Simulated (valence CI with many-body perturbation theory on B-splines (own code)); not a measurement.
Results of a calculation; reference values are marked as such.
# In XXXV in three bases

Level of theory: relativistic CI+MBPT: five valence electrons over a frozen Dirac-Fock core [Ne], radial functions for each j: 9 s, 9 p, 8 d, 6 f, 3 g, 1 h, with the one-electron correlation potential Σ1 (screened to all orders), the two-electron term Σ2, the three-electron term Σ3, Breit, model QED; selected single and double excitations, second order for the rest, scaled by the run's own slope (own B-spline code, finite nucleus).

The last digits are not significant, and no measured levels were compared; by estimate large intervals hold to a few tenths of a per cent, small ones and those within an open d or f shell to about a per cent. Among the levels kept, up to 1700 cm⁻¹ of a level comes from second order outside the variational space, and about a tenth of that is noise between levels of different J, which matters for small intervals.

The reference run has the lowest level (3s^2 3p1/2^2 3p3/2) J=3/2 and an ionisation energy of 2190.24 eV. Its largest variational space holds 19990 state functions.

Levels are named by their leading jj configuration (3d3/2^4 stands for four electrons in 3d with j = 3/2), which in mixed levels can hold well under half, so a name can repeat and another be missing. Letters in brackets count levels of one name in rising energy.

Changed runs:
A. basis 6 s, 6 p, 5 d, 3 f, 1 g
B. basis 5 s, 5 p, 4 d, 2 f

Excitation energies of the reference run in cm⁻¹, and shifts in cm⁻¹:

| Level | Reference | A | B |
| --- | --- | --- | --- |
| (3s^2 3p1/2 3p3/2^2) J=3/2 | 348259 | -77 | -227 |
| (3s^2 3p1/2 3p3/2^2) J=5/2 | 405730 | +54 | +229 |
| (3s^2 3p1/2 3p3/2^2) J=1/2 | 476786 | +102 | +372 |
| (3s^2 3p3/2^3) J=3/2 | 831061 | +25 | +139 |
| (3s 3p1/2^2 3p3/2^2) J=5/2 | 1059460 | -110 | -393 |
| (3s^2 3p1/2^2 3d3/2) J=3/2 | 1064740 | +230 | +457 |
| (3s 3p1/2^2 3p3/2^2) J=1/2 | 1225490 | -12 | -21 |
| (3s^2 3p1/2^2 3d5/2) J=5/2 | 1240700 | +340 | +842 |
| (3s 3p1/2^2 3p3/2^2) J=3/2 | 1243220 | +64 | +146 |
| (3s^2 3p1/2 3p3/2 3d3/2) J=3/2 [a] | 1418070 | +131 | +177 |
| (3s^2 3p1/2 3p3/2 3d3/2) J=5/2 [a] | 1419860 | +224 | +424 |
| (3s^2 3p1/2 3p3/2 3d3/2) J=1/2 [a] | 1427310 | +140 | +159 |
| Ionisation energy (eV) | 2190.24 | -0.04 | -0.13 |
